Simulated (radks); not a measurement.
The potassium anion K-, [Ar] 4s2, held by a Watson sphere: a shell of charge +1 at radius R that stands for the Madelung well of a crystal (potential energy -1/R inside, -1/r outside, in hartree with lengths in bohr). Method: non-relativistic Kohn-Sham, PBE, spin-polarised, spherical densities, point nucleus; computed with a radial shooting solver on a logarithmic mesh with Libxc functionals. Response by self-consistent Sternheimer equations with the Hartree and adiabatic LDA kernel. The sphere does not respond.

R (bohr)  e(3s) (eV)  e(3p) (eV)  e(4s) (eV)  <r> 4s (bohr)  sum of <r^2> (bohr^2)  X-ray form factor at sin(theta)/lambda = 0.1 1/angstrom  alpha (bohr^3)
2.22         -38.546     -22.363      -3.597          4.217                  60.37                                                   17.063           176.3
2.34         -38.125     -21.960      -3.589          4.229                  60.70                                                   17.052           177.7
2.71         -37.044     -20.904      -3.552          4.290                  61.99                                                   17.018           185.1
3.07         -36.265     -20.128      -3.493          4.375                  63.66                                                   16.982           197.0
3.09         -36.229     -20.091      -3.490          4.381                  63.77                                                   16.980           197.8
3.33         -35.835     -19.695      -3.439          4.449                  65.10                                                   16.955           208.2
4.71         -34.630     -18.466      -3.055          4.913                  74.71                                                   16.823           297.5
5.15         -34.447     -18.277      -2.923          5.063                  78.10                                                   16.791           334.1
